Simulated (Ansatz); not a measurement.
Basis-set extrapolation for CH6BNSi (`[SiH3]B1CN1`) (PBE0-D4/def2-TZVP geometry, frozen core, Ansatz). Multiplicity 1, RHF reference.

```json
{"": "HF", "def2-TZVPP": "-409.444186", "def2-QZVPP": "-409.458710"}
{"": "MP2 correlation", "def2-TZVPP": "-0.598173", "def2-QZVPP": "-0.638491"}
{"": "CCSD(T) correlation", "def2-TZVPP": "-0.667775", "def2-QZVPP": "not run"}
```

Energies in hartree. Use E(X) = E(∞) + A·exp(−7.88·√X) for Hartree–Fock and E(X) = E(∞) + B·X^(−2.97) for correlation, with X = 3 and 4, and add CCSD(T) minus MP2 of the smaller set to the MP2 limit.

What is the CCSD(T) energy at the basis-set limit?

HF limit: -409.458710 + (-0.014524) × 0.13774 = -409.46071. MP2 limit: -0.638491 + (-0.040318) × 0.74074 = -0.66836. Higher-order term: -0.667775 − (-0.598173) = -0.06960. Total: -410.19867 hartree, 2.36 eV below CCSD(T)/def2-TZVPP.
